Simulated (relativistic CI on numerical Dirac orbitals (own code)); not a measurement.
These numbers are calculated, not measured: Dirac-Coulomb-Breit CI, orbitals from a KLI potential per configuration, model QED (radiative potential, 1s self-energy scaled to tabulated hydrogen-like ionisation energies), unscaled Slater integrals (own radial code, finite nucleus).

Configurations in the expansion: 1s2, 1s 2s, 1s 2p, 1s 3s, 1s 3p, 1s 3d, 1s 4s, 1s 4p, 1s 4d, 1s 4f, 1s 5s, 1s 5p, 1s 5d, 1s 5f, 1s 5g, 1s 6s, 1s 6p, 1s 6d, 2s2. Levels of other configurations are missing.

At this charge energies of transitions that change n are usually good to better than 1 %, and those within a shell (Δn = 0) to a few per cent.

Outline of the computed level scheme of Pb LXXXI. Lowest level of each configuration: 1s2 1S_0 at 0.0 eV; 1s 2s 3S_1 at 73966.0 eV; 1s 2p 3P°_1 at 74097.6 eV; 1s 3s 3S_1 at 88466.3 eV; 1s 3p 3P°_1 at 88500.8 eV; 1s 3d 3D_2 at 89263.1 eV; 1s 4s 3S_1 at 93414.8 eV; 1s 4p 3P°_1 at 93428.6 eV; 1s 4d 3D_2 at 93747.3 eV.

Some strong electric-dipole decays among the lowest 27 levels: 1s 2p 1P°_1 → 1s2 1S_0 (3.3e+16 s⁻¹); 1s 2p 3P°_1 → 1s2 1S_0 (1.9e+16 s⁻¹); 1s 3p 1P°_1 → 1s2 1S_0 (9.5e+15 s⁻¹); 1s 3p 3P°_1 → 1s2 1S_0 (4.4e+15 s⁻¹); 1s 4p 1P°_1 → 1s2 1S_0 (3.9e+15 s⁻¹); 1s 3d 3D_3 → 1s 2p 3P°_2 (2.7e+15 s⁻¹); 1s 3d 3D_2 → 1s 2p 3P°_1 (2.7e+15 s⁻¹); 1s 3d 1D_2 → 1s 2p 1P°_1 (2.5e+15 s⁻¹).

LS names give the leading component of a level, which can be under half, so a name can repeat, a term be missing and a line seem to break the LS rules.
